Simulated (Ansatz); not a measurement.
Geometry optimisation, RKS PBE0-D4/cc-pVDZ in Ansatz.

Input:

```yaml
crystal:
  periodic: [false, false, false]
  atoms:
    - { symbol: C, position_ang: [-0.2394, -1.8536, 0.1881] }
    - { symbol: C, position_ang: [0.2092, -0.7355, -0.4286] }
    - { symbol: "N", position_ang: [1.5522, -0.3718, -0.2665] }
    - { symbol: S, position_ang: [-0.7587, 0.2729, -1.4964] }
    - { symbol: B, position_ang: [-1.3208, 1.4193, -0.1117] }
    - { symbol: O, position_ang: [-0.5255, 2.6348, 0.1754] }
    - { symbol: H, position_ang: [0.3586, -2.4217, 0.8202] }
    - { symbol: H, position_ang: [-1.2868, -2.0675, 0.0313] }
    - { symbol: H, position_ang: [2.2237, -0.9198, 0.3986] }
    - { symbol: H, position_ang: [1.9724, 0.4709, -0.7096] }
    - { symbol: H, position_ang: [-1.12017, 3.34774, -0.16838] }
    - { symbol: H, position_ang: [0.1757, 2.3279, 0.8467] }
basis:
  gaussian: { orbitals: cc-pVDZ }
hamiltonian:
  xc: pbe0
  dispersion: d4
relax:
  f_tol: 0.02
  max_steps: 50
output:
  orbitals: {}
```

Command:

```bash
$ ansatz run input.yaml --threads 2 --pin off --max-ram 3072MiB --backend cpu --events-out ev --progress --plain --runs-dir out
```

Problem. Where does it end, and by what steps?

Solution. The forces met the threshold. After 22 steps the energy has fallen by 3.254 eV; H12 moved furthest, 1.41 Å. Parted: O6–H12. Joined: N3–H12.

| step | energy less start (eV) | largest force component (eV/Å) | accepted |
| --- | --- | --- | --- |
| 0 | 0.0000 | 2.530 | yes |
| 1 | -0.8547 | 1.542 | yes |
| 2 | -1.3930 | 1.997 | yes |
| 3 | -1.7574 | 2.684 | yes |
| 4 | -2.1085 | 2.123 | yes |
| 5 | -2.3964 | 1.235 | yes |
| 6 | -2.6202 | 0.484 | yes |
| 7 | -2.8153 | 0.592 | yes |
| 8 | -2.9461 | 0.576 | yes |
| 9 | -2.9883 | 0.472 | yes |
| 10 | -3.0180 | 0.481 | yes |
| 11 | -3.0656 | 1.174 | yes |
| 12 | -3.1287 | 0.841 | yes |
| 13 | -3.1687 | 2.035 | yes |
| 14 | -3.2220 | 0.633 | yes |
| 15 | -3.2328 | 0.582 | yes |
| 16 | -3.2390 | 0.433 | yes |
| 17 | -3.2420 | 0.282 | yes |
| 18 | -3.2423 | 0.600 | yes |
| 19 | -3.2538 | 0.039 | yes |
| 20 | -3.2536 | 0.045 | no |
| 21 | -3.2540 | 0.025 | yes |
| 22 | -3.2540 | 0.009 | yes |

```xyz
12
Properties=species:S:1:pos:R:3
C -0.190 -1.757 0.258
C 0.023 -0.633 -0.445
N 1.161 0.219 -0.044
S -0.973 0.193 -1.629
B -1.341 1.978 -0.883
O -0.441 2.149 0.223
H 0.491 -2.084 1.049
H -1.062 -2.372 0.040
H 1.748 -0.207 0.679
H 1.729 0.454 -0.863
H -0.605 3.021 0.600
H 0.702 1.144 0.296
```

The run took 37 s on 2 threads of AMD EPYC 9R45 96-Core Processor (Zen 5), with other jobs on the host, peak memory 0.3 GiB.
